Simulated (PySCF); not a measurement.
FOS, SMILES F[S]=O (connectivity only; charge and spin as stated), charge -1, multiplicity 1. The structure is a stationary point at PBE-D3(BJ)/def2-TZVPD. The multiplicity is an assumed one; other spin states were not compared. The isomer is the one that the SMILES or the coordinates give; other isomers of the formula were not compared.

The numbers are results of PBE-D3(BJ)/def2-TZVPD in PySCF, not measurements.

Harmonic wavenumbers (cm⁻¹): 292, 506, 987. Rotational constants (GHz): 31.55, 7.954, 6.352; symmetry number 1.

Problem. Work out the zero-point energy and the ideal-gas rigid-rotor harmonic-oscillator thermochemistry at 298.15 K and 1 atm.

Solution. ZPE = ½ Σ hcν = ½ × 1785 cm⁻¹ = 10.68 kJ/mol. H − E(el) = 22.40 kJ/mol. Entropy in J/(mol K): translation 161.20, rotation 95.51, vibration 9.21, total 265.91. G − E(el) = -56.88 kJ/mol. Cp = 47.13 J/(mol K).
